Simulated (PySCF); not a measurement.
Ge(OH)4 (GeH₄O₄), SMILES [OH][Ge]([OH])([OH])[OH].

Coordinates come from a PBE0-D3(BJ)/def2-SVP optimisation. The isomer is the one that the SMILES or the coordinates give; other isomers of the formula were not compared. One conformer was computed; it need not be the lowest.

Computed with TDA-CAM-B3LYP/def2-SVPD in PySCF.

Vertical excitations; the highest root listed may be one member of a degenerate set. Isolated molecule, no solvent. State labels are in the subgroup C2.

| state | symmetry | energy (eV) | λ (nm) | f | main pairs |
|---|---|---|---|---|---|
| S1 | B | 7.46 | 166 | 0.028 | HOMO→LUMO (degenerate set) |
| S2 | B | 7.46 | 166 | 0.028 | HOMO−1→LUMO (degenerate set) |
| S3 | A | 7.92 | 157 | 0.000 | HOMO−3→LUMO 79 % |
| S4 | A | 7.93 | 156 | 0.200 | HOMO−2→LUMO 88 % |
| S5 | B | 8.80 | 141 | 0.149 | HOMO−4→LUMO (degenerate set) |
| S6 | B | 8.80 | 141 | 0.149 | HOMO−5→LUMO (degenerate set) |
| S7 | A | 8.87 | 140 | 0.006 | HOMO→LUMO+1 28 %, HOMO−1→LUMO+2 28 %, HOMO−7→LUMO 26 %, HOMO−3→LUMO+3 6 % |
| S8 | A | 9.14 | 136 | 0.000 | HOMO−6→LUMO 56 %, HOMO−2→LUMO+3 11 % |
| S9 | A | 9.29 | 133 | 0.000 | HOMO−1→LUMO+2 27 %, HOMO→LUMO+1 27 %, HOMO−3→LUMO 11 %, HOMO−1→LUMO+1 8 % |
| S10 | B | 9.42 | 132 | 0.016 | HOMO→LUMO+3 43 %, HOMO−3→LUMO+1 14 %, HOMO−5→LUMO 11 %, HOMO−2→LUMO+1 10 % |
| T1 | B | 7.00 | 177 | 0 | HOMO→LUMO (degenerate set) |
| T2 | B | 7.00 | 177 | 0 | HOMO−1→LUMO (degenerate set) |
| T3 | A | 7.28 | 170 | 0 | HOMO−2→LUMO 79 % |
| T4 | A | 7.45 | 166 | 0 | HOMO−3→LUMO 71 % |
Triplets are in the Tamm–Dancoff approximation.
